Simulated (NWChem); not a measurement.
THF (C4H8O); SMILES C1COCC1

```xyz
13

C     -0.7249     0.9911    -0.2247
C      0.7329     0.9852     0.2240
C      1.1517    -0.4368    -0.1340
O     -0.0053    -1.2356    -0.0008
C     -1.1550    -0.4269     0.1351
H     -1.3353     1.7617     0.2681
H     -0.7911     1.1530    -1.3129
H      1.3500     1.7502    -0.2692
H      0.8001     1.1478     1.3121
H      1.9456    -0.8305     0.5226
H      1.5289    -0.4865    -1.1747
H     -1.5299    -0.4726     1.1769
H     -1.9539    -0.8144    -0.5191
```
Atoms are numbered in this order, from 1.

Program: NWChem. Pople sets run with spherical d functions. Coordinates come from a PBE0/def2-SVP optimisation. Total energies compare along this basis series because the functional is fixed.

```
level             basis functions  energy (Ha)  highest occupied level (eV)  orbital gap (eV)  dipole (D)
----------------  ---------------  -----------  ---------------------------  ----------------  ----------
B3LYP/STO-3G                   33    -229.5318                        -3.35             11.28        1.46
B3LYP/3-21G                    61    -231.1761                        -6.13              9.05        1.88
B3LYP/6-31G*                   86    -232.4449                        -6.47              8.83        1.72
B3LYP/6-31+G*                 106    -232.4549                        -6.79              7.00        1.93
B3LYP/def2-SVP                110    -232.2784                        -6.62              8.00        1.72
B3LYP/def2-SVPD               167    -232.2971                        -6.87              7.27        1.82
B3LYP/def2-TZVP               203    -232.5425                        -6.81              7.62        1.74
B3LYP/6-311++G**              166    -232.5177                        -6.83              6.55        1.91
```
